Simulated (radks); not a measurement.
Question: Gd LVIII, 7 electrons, occupied as [He] 2s2 2p3. Method: scalar-relativistic Kohn-Sham, SCAN, spin-polarised, spherical densities, finite nucleus; open shells are filled with parallel spins first (spin-orbit coupling, left out, can overturn this in heavy ions); meta-GGA in the generalised Kohn-Sham scheme; Fermi nuclear charge, rms radius 5.1569 fm; computed with a radial shooting solver on a logarithmic mesh with Libxc functionals. Some entries of the table are withheld. Estimate them.

| orbital | occ. | eigenvalue (hartree) | <r> (bohr) |
|---|---|---|---|
| 1s up | 1 | -2043.810 | (1) |
| 1s down | 1 | -2041.434 | (2) |
| 2s up | 1 | -481.7483 | (3) |
| 2s down | 1 | -478.0270 | (4) |
| 2p up | 3 | -452.0741 | (5) |

Answer: 
(1) 1s up <r> (bohr): 0.02186
(2) 1s down <r> (bohr): 0.02183
(3) 2s up <r> (bohr): 0.09004
(4) 2s down <r> (bohr): 0.09037
(5) 2p up <r> (bohr): 0.07882
